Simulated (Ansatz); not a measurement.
CH2ClFO2Si can be A, `O[Si@]1(F)O[C@@H]1Cl`, or B, `O[Si@]1(Cl)O[C@@H]1F`.

Gas-phase electronic energies from Ansatz, PBE0-D4/def2-TZVP geometries. CCSD(T)/CBS is the MP2 limit (def2-TZVPP, def2-QZVPP) plus CCSD(T) − MP2 in def2-TZVPP, frozen cores. DFT in def2-TZVPP. B3LYP here is the variant with VWN-RPA as its local correlation; programs differ in this. Each species was taken in one conformer, which may not be the lowest.

Q: Which is lower in electronic energy at CCSD(T)/CBS, and by how much? (Estimate.)

A: Computed: A, by 14.0 kcal/mol.

Q: Give E(B) − E(A) in kcal/mol with MP2/def2-TZVPP, BLYP-D4, B2PLYP, CCSD/def2-TZVPP, B3LYP, HF/def2-TZVPP, LDA (SPW92). (Estimate.)

A: Computed: MP2/def2-TZVPP 14.5, BLYP-D4 12.1, B2PLYP 13.2, CCSD/def2-TZVPP 13.5, B3LYP 12.2, HF/def2-TZVPP 12.6, LDA (SPW92) 10.5. None reverses the order clearly.

Q: Does the order hold for the free energy at 298.15 K (harmonic terms from PBE0-D4)? (An estimate is asked.)

A: The calculation gave: Yes: G(B) − G(A) = +14.1 kcal/mol, for one conformer each.

Largest T1 diagnostic: 0.013.

From BLYP to BHLYP (50 % exact exchange), in def2-TZVPP and without D4, E(B) − E(A) moves by +0.8 kcal/mol. At CCSD(T), def2-SVP lies −6.0 kcal/mol from the extrapolated value and def2-TZVPP −0.6 kcal/mol.
